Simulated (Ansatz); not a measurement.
System: BOF, charge 0, triplet. This triplet is an excited state, 4.4 eV above the singlet at CCSD(T)/cc-pV5Z (Ansatz, an electronic-structure program). BOF (parent SMILES B(F)=O, triplet).
B3LYP-D3(BJ)/def2-TZVP minimum from Ansatz:
```xyz
3

F     -1.0677     0.1783     0.0816
B      0.0129    -0.4260    -0.3638
O      1.1931     0.0657     0.1356
```
Charge 0, spin multiplicity 3.

Hartree-Fock and MP2 correlation energies in hartree (Ansatz). UHF or UKS for unpaired electrons; spin-orbit terms are left out. Cores are frozen in correlated methods. No relativity. The spin of BFO (parent SMILES O=BF, triplet) was assumed, and the state is the lowest solution found for it.

| basis | X | E(HF) | E(corr, MP2) |
|---|---|---|---|
| cc-pVTZ | 3 | -199.05192 | -0.50058 |
| cc-pVQZ | 4 | -199.06788 | -0.54556 |
| cc-pV5Z | 5 | -199.07185 | withheld |

**Question.** Fit E(corr) = E∞ + A/X³ to X = 3 and 4, predict X = 5, and compare with the run.

**Answer.** A = (-0.50058 - (-0.54556))/(1/27 - 1/64) = 2.1007; E∞ = -0.54556 - A/64 = -0.57838; at X = 5, E∞ + A/125 = -0.56158. The run gave -0.56436, 2.78 mEh below the prediction. The same form on X = 4 and 5 gives E∞ = -0.58408, 5.70 mEh below the first estimate.
